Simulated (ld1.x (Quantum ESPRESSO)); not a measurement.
**chlorine, RRKJ: configuration errors across variants**

```
Element                 : Cl (Z = 17)
Generator               : ld1.x (Quantum ESPRESSO) 7.5
Type                    : norm-conserving RRKJ (Kleinman–Bylander form)
Functional              : revPBE
Relativity              : scalar-relativistic
Frozen core             : [Ne]
Valence charge          : 7
Reference configuration : 3s2 3p3.5 (charge +1.5)
Partial waves           : 3p (bound): rc 1.20 bohr; 3d channel at -0.05 Ry: rc 1.25 bohr; 3s (bound): rc 0.90 bohr
Local potential         : the s channel
Core correction         : none
```

All-electron excitation energies from the reference (eV): (1) 3s2 3p5 -25.024; (2) 3s2 3p4 -11.179; (3) 3s2 3p3 14.246; (4) 3s2 3p1 104.742; (5) 3s2 3p4.5 -19.457; (6) 3s2 3p2 52.531; (7) 3s1 3p5 1.546.

4 further variants failed, have other tests or another functional or relativity, and are left out.

Errors AE − PS in meV (a dash: test not solved or not reliable):

```tsv
change	(1)	(2)	(3)	(4)	(5)	(6)	(7)	bound ghosts
base	+21	+4.2	+3.7	+221	+12	+56	+61	none
core correction a·sin(br)/r model core inside 0.36 bohr	+20	+4.0	+3.3	+178	+12	+49	-8.5	none
wave 3d channel at -0.05 Ry: rc 1.25 bohr becomes 3d channel at 1.54 Ry: rc 1.25 bohr	+21	+4.2	+3.7	+221	+12	+56	+61	none
wave 3d channel at -0.05 Ry: rc 1.25 bohr becomes 3d channel at -0.05 Ry: rc 1.64 bohr	+21	+4.2	+3.7	+221	+12	+56	+61	none
all radii scaled by about 0.88 (s 0.80, p 1.06, d 1.10 bohr)	+35	+6.4	+7.3	+386	+20	+100	+98	none
```

Problem. Give the same row for: wave 3p (bound): rc 1.20 bohr becomes 3p (bound): rc 1.06 bohr.

Solution. +22, +4.1, +3.8, +208, +12, +55, +61; bound ghosts: none.
